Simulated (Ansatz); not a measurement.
```csv
atom,x (Å),y (Å),z (Å)
Ge,0.0005,0.0005,0.0007
H,0.8869,0.8868,0.8879
H,0.8873,-0.8883,-0.8880
H,-0.8873,0.8884,-0.8877
H,-0.8874,-0.8883,0.8880
```

Basis set: cc-pVTZ (spherical functions). Frozen core: 9 orbitals. Charge 0, multiplicity 1.

Computed with Ansatz (development build ahead of 0.2.0); each method stands on the lowest determinant of its kind that the runs found. Restricted open shells among the atoms or ions are ROHF, correlated in semicanonical orbitals with singles.

The atomization energy at this shape (free ground-state atoms in the same class of orbitals less the molecule, no zero-point energy) of singlet GeH₄:

```
 method  atomization energy
RHF-MP2     289.27 kcal/mol
```

Task: What does RHF give?

Result: 226.87 kcal/mol.
